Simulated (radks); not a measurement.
Q: The table gives one normalised radial function P(r) = r R(r) of Au8+ in [Xe] 4f14 5d3 (r in bohr). Calculated with a radial shooting solver on a logarithmic mesh with Libxc functionals: non-relativistic Kohn-Sham, TPSS, spin-polarised, spherical densities, point nucleus; open shells are filled with parallel spins first (spin-orbit coupling, left out, can overturn this in heavy ions); meta-GGA in the generalised Kohn-Sham scheme; relativity is left out, which matters for an element this heavy.

r	P
0.0009653	0.0000
0.001106	0.0000
0.001277	0.0000
0.001463	0.0000
0.001676	0.0000
0.001936	0.0000
0.002218	0.0001
0.002541	0.0001
0.002911	0.0001
0.003362	0.0002
0.003852	0.0003
0.004413	0.0004
0.005097	0.0006
0.005839	0.0008
0.00669	0.0012
0.007726	0.0019
0.008852	0.0027
0.01014	0.0039
0.01171	0.0058
0.01342	0.0084
0.01537	0.0120
0.01775	0.0174
0.02034	0.0244
0.0233	0.0340
0.02691	0.0478
0.03083	0.0650
0.03533	0.0872
0.0408	0.1168
0.04674	0.1509
0.05355	0.1907
0.06135	0.2346
0.07085	0.2825
0.08118	0.3241
0.093	0.3551
0.1074	0.3671
0.1231	0.3488
0.141	0.2934
0.1628	0.1895
0.1865	0.0512
0.2137	-0.1144
0.2468	-0.2955
0.2828	-0.4415
0.324	-0.5305
0.3741	-0.5330
0.4286	-0.4341
0.4911	-0.2412
0.5672	0.0399
0.6498	0.3399
0.7444	0.6285
0.8597	0.8737
0.985	1.0119
1.128	1.0440
1.293	0.9764
1.493	0.8187
1.711	0.6280
1.96	0.4361
2.263	0.2617
2.593	0.1412
2.971	0.0657
3.431	0.0244
3.931	0.0079

Which n and l does it have? It may be an empty orbital.

A: n = 5, l = 2: the number of nodes gives n - l - 1 = 2, the rise at small r (about r^(l+1)) gives l, and the extent must fit the shell. The curve is that of 5d down; the table hardly tells the two spins apart. 5d down (empty): eigenvalue -120.48 eV, 2 radial nodes at r = 0.195, 0.557 bohr, <r> = 1.23 bohr, 90 % of the charge inside 1.78 bohr.
